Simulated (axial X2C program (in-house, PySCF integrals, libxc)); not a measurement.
## MgCa along the bond: PBE0, with spin–orbit coupling

Calculated with an in-house all-electron X2C program for linear molecules (integrals from PySCF). Two-component (2c) means X2C with spin–orbit coupling and atomic mean-field two-electron Coulomb and Gaunt terms. Basis: Ca dyall-cv3z [11s12p6d4f], Mg dyall-cv3z [9s8p6d3f] (cores contracted in-house); Gaussian nuclei, density fitting, unrestricted open shells. Masses: Ca 39.963 u, Mg 23.985 u.

State: Ω = 0 (closed shell). Dipoles are positive if Mg is the positive end.

| R (Å) | μ (D) | HOMO (eV) | LUMO (eV) |
| --- | --- | --- | --- |
| 3.396 | 0.215 | -3.92 | -1.57 |
| 3.552 | 0.124 | -3.97 | -1.50 |
| 3.669 | 0.066 | -4.01 | -1.45 |
| 3.786 | 0.017 | -4.05 | -1.42 |
| 3.903 | -0.025 | -4.09 | -1.42 |
| 4.040 | -0.066 | -4.13 | -1.42 |
| 4.176 | -0.098 | -4.16 | -1.42 |
| 4.352 | -0.127 | -4.20 | -1.41 |
| 4.566 | -0.148 | -4.24 | -1.39 |
| 4.879 | -0.154 | -4.28 | -1.36 |

Task: The minimum lies at 3.883 Å. What is the dipole moment there, and its slope?

Result: At PBE0, 2c, with the sign and origin stated: μ = -0.02 D, dμ/dR = -0.34 D/Å.

One determinant describes the state; a PBE0 search over occupations chose it and may have missed a lower one.
